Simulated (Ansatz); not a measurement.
Stepwise reaction of `[CH3][Ge]([CH3])([Cl])[Cl]` with hydrogen chloride, as a gas-phase model of exchange steps in deposition or etching. ΔE in kJ/mol; ΔG adds harmonic PBE0-D4 terms to CCSD(T)/CBS, at 1 bar.

Isolated molecules relaxed with PBE0-D4/def2-TZVP in Ansatz; ΔE leaves out vibrations. CBS: MP2 limit from def2 TZ/QZ plus the TZ coupled-cluster correction, frozen cores. This one scheme is used for every species. Functionals use def2-TZVPP. B3LYP here is the variant with VWN-RPA as its local correlation; programs differ in this. For Ge outer-core shells are correlated without core-valence functions, which leaves a few kJ/mol of doubt a bond. Scalar relativity is left out up to krypton.

| step | reaction | PBE-D4 | B3LYP-D4 | ωB97M-V | CCSD(T)/CBS | ΔG(500 K) |
| --- | --- | --- | --- | --- | --- | --- |
| 1 | `[CH3][Ge]([CH3])([Cl])[Cl]` + HCl → `[CH3][Ge]([Cl])([Cl])[Cl]` + CH₄ | -80.1 | -83.1 | -79.1 | -74.1 | -61.5 |

(1) Give the row of step 2, `[CH3][Ge]([Cl])([Cl])[Cl]` + HCl → `[Cl][Ge]([Cl])([Cl])[Cl]` + CH₄. (Best estimate.)

(2) By hand: ΔE of the 2 steps together at CCSD(T)/CBS.

Answers

(1) Ansatz gave: 
```tsv
step	reaction	PBE-D4	B3LYP-D4	ωB97M-V	CCSD(T)/CBS	ΔG(500 K)
2	`[CH3][Ge]([Cl])([Cl])[Cl]` + HCl → `[Cl][Ge]([Cl])([Cl])[Cl]` + CH₄	-59.6	-62.2	-58.8	-53.4	-36.5
```

(2) (-74.1) + (-53.4) = -127.5 kJ/mol, or -63.8 kJ/mol a step.

In ΔE each step is higher than the one before. All are downhill at CCSD(T)/CBS. ΔG lies between -61.5 and -36.5 kJ/mol a step. PBE-D4 differs from CCSD(T)/CBS by -6.2 to -6.0 kJ/mol a step. Only this route is followed, and other bonds may react first. Isolated molecules leave out the surface, adducts and barriers. Largest T1 diagnostic: 0.009.
